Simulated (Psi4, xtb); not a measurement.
Approach curve of the dimer Cl2 ··· Cl2 (SMILES ClCl and ClCl), singlet. Monomers: optimised at B3LYP-D3(BJ) (def2-TZVP), held rigid. Orientation: a higher rigid-body minimum at GFN2-xTB (searched outside a hard wall at short contacts). R is the distance of the centres of mass, along which the second monomer moves. The shortest distances reach bonding range, where SAPT0 and rigid monomers are unreliable.

Geometry at R = 4.14 Å (first 2 atoms: monomer A):
```
4

Cl     1.0067     0.0000     0.0000
Cl    -1.0067     0.0000     0.0000
Cl    -3.7174     0.3303     0.1464
Cl    -4.1047     1.9250     1.3131
``` The table gives interaction energies.

```json
[
 {"R / Å": "3.74", "A": "20.62", "B": "1.78", "C": "12.01"},
 {"R / Å": "3.97", "A": "9.13", "B": "-1.83", "C": "4.56"},
 {"R / Å": "4.14", "A": "4.54", "B": "-1.99", "C": "1.90"},
 {"R / Å": "4.31", "A": "1.95", "B": "-1.57", "C": "0.55"},
 {"R / Å": "4.56", "A": "0.20", "B": "-0.99", "C": "-0.25"},
 {"R / Å": "4.81", "A": "-0.34", "B": "-0.66", "C": "-0.42"},
 {"R / Å": "5.14", "A": "-0.42", "B": "-0.44", "C": "-0.35"},
 {"R / Å": "5.67", "A": "-0.26", "B": "-0.29", "C": "-0.16"},
 {"R / Å": "6.34", "A": "-0.12", "B": "-0.17", "C": "-0.04"},
 {"R / Å": "7.32", "A": "-0.04", "B": "-0.07", "C": "0.00"},
 {"R / Å": "8.61", "A": "-0.01", "B": "-0.02", "C": "0.00"}
]
```

Energies in kcal/mol.

Assign the columns to these levels of theory: GFN1-xTB (xtb 6.7.1); PBE0/def2-TZVP, counterpoise-corrected in Psi4 1.11; SAPT0/jun-cc-pVDZ, frozen core in Psi4 1.11.

A is SAPT0/jun-cc-pVDZ; B is GFN1-xTB; C is PBE0/def2-TZVP.
